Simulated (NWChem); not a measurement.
# TaNHF3; SMILES [NH]=[Ta]([F])([F])[F]

def2 effective core potentials on Ta; no spin-orbit coupling.

Q: Give the equilibrium geometry at PBE-D3(BJ)/def2-SVP with def2 effective core potentials on Ta (NWChem) as an XYZ file, with the point group.

A: point group C3v; any orientation.
```
6

Ta    -0.0001     0.0001     0.0196
N      0.0019    -0.0084    -1.7502
H      0.0031    -0.0133    -2.7707
F      1.2726     1.2891     0.5741
F     -1.7515     0.4622     0.5746
F      0.4765    -1.7432     0.5876
```
